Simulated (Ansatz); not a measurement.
`[AlH2][O][SiH3]` + `F/C=C\S` → `F/C=C/[S][AlH2]` + `O[SiH3]`  (ligand exchange at the Al–O bond)

Isolated molecules relaxed with PBE0-D4/def2-TZVP in Ansatz; ΔE leaves out vibrations. CCSD(T)/CBS is the MP2 limit (def2-TZVPP, def2-QZVPP) plus CCSD(T) − MP2 in def2-TZVPP, frozen cores. Double bonds are as drawn, so ΔE can hold a change between cis and trans. Functionals use def2-TZVPP. One conformer a species, not always the lowest.

```json
{"level": "ωB97M-V", "ΔE (kJ/mol)": "55.6"}
{"level": "HF/def2-QZVPP", "ΔE (kJ/mol)": "90.7"}
```

**Question.** What does CCSD(T)/CBS give? (An estimate is asked.)

**Answer.** Computed: +58.8 kJ/mol. The listed levels differ from it by -3.2, 31.9 kJ/mol.

Largest T1 diagnostic among the species: 0.013.

The D4 term adds −4.2 kJ/mol with B3LYP and −2.1 kJ/mol with PBE0; it sums over pairs of atoms, weighted by their polarisabilities, and B3LYP, whose exchange is more repulsive, gets the larger term. In def2-TZVPP, CCSD(T) changes the Hartree–Fock value by −27.4 kJ/mol (the triples alone add −6.4 kJ/mol) and MP2 by −32.7 kJ/mol.

B3LYP here is the variant with VWN-RPA as its local correlation; programs differ in this.
